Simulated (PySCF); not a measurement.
CCl₂F, SMILES F[C](Cl)Cl, multiplicity 2. The structure is a stationary point at PBE-D3(BJ)/def2-SVP. The isomer is the one that the SMILES or the coordinates give; other isomers of the formula were not compared.

These are PBE-D3(BJ)/def2-SVP (PySCF) values and carry that method's errors.

Harmonic wavenumbers (cm⁻¹): 274, 370, 454, 593, 876, 1173. Rotational constants (GHz): 7.267, 3.220, 2.261; symmetry number 1.

### Question
Work out the zero-point energy and the ideal-gas rigid-rotor harmonic-oscillator thermochemistry at 298.15 K and 1 atm.

### Answer
ZPE = ½ Σ hcν = ½ × 3739 cm⁻¹ = 22.36 kJ/mol. H − E(el) = 35.68 kJ/mol. Entropy in J/(mol K): translation 166.42, rotation 109.66, vibration 17.14, spin 5.76, total 298.99. G − E(el) = -53.46 kJ/mol. Cp = 60.09 J/(mol K).
